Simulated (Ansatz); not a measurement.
Relaxation of AlH₅O₃Si (10 atoms, charge 0, multiplicity 1), to a largest force component of 0.02 eV/Å in at most 40 steps.

Computed with Ansatz 0.2.0, RHF/def2-SVP.

```xyz
10
Properties=species:S:1:pos:R:3:forces:R:3
Al 0.000 0.000 0.000 0.54 0.65 -0.13
O 0.000 0.000 1.780 -1.32 -0.59 -1.93
Si -1.315 -0.407 2.744 1.48 0.69 -0.34
H -2.239 -1.240 1.980 -0.35 -0.34 -0.25
H -0.851 -1.143 3.916 0.07 -0.24 0.28
H -1.999 0.809 3.173 -0.28 0.27 0.13
O 1.542 0.000 -0.890 -1.13 -3.23 0.77
H 1.841 -0.952 -1.045 -0.60 3.03 0.30
O -1.542 0.000 -0.890 0.40 -2.99 1.96
H -2.051 -0.847 -0.681 1.19 2.74 -0.80
```

Task: Where does it end, and by what steps?

Result: The run converged. The force dipped under the threshold on the way, but the program's further checks kept it going. After 14 steps the energy has fallen by 1.227 eV; H4 moved furthest, 1.19 Å.

| step | energy less start (eV) | largest force component (eV/Å) | accepted |
| --- | --- | --- | --- |
| 0 | 0.0000 | 3.226 | yes |
| 1 | -0.5331 | 1.423 | yes |
| 2 | -0.7684 | 1.230 | yes |
| 3 | -0.9550 | 0.530 | yes |
| 4 | -1.0295 | 0.368 | yes |
| 5 | -1.1135 | 0.284 | yes |
| 6 | -1.1852 | 0.252 | yes |
| 7 | -1.2213 | 0.026 | yes |
| 8 | -1.2251 | 0.015 | yes |
| 9 | -1.2226 | 0.192 | no |
| 10 | -1.2245 | 0.285 | no |
| 11 | -1.2257 | 0.174 | yes |
| 12 | -1.2262 | 0.115 | yes |
| 13 | -1.2266 | 0.088 | yes |
| 14 | -1.2273 | 0.004 | yes |

```xyz
10
Properties=species:S:1:pos:R:3
Al -0.194 -0.347 -0.133
O -0.902 -0.395 1.387
Si -1.349 -0.425 2.955
H -2.621 -1.171 3.107
H -0.318 -1.088 3.786
H -1.551 0.953 3.461
O 1.477 -0.246 -0.256
H 2.013 -0.213 -1.028
O -1.119 -0.396 -1.535
H -2.049 -0.452 -1.658
```

Whether the end is a true minimum wasn't checked by a vibrational analysis.

Time of the run: 27 s on 1 thread of Intel(R) Xeon(R) Platinum 8488C (Sapphire Rapids), on a shared host, peak memory 0.21 GiB.
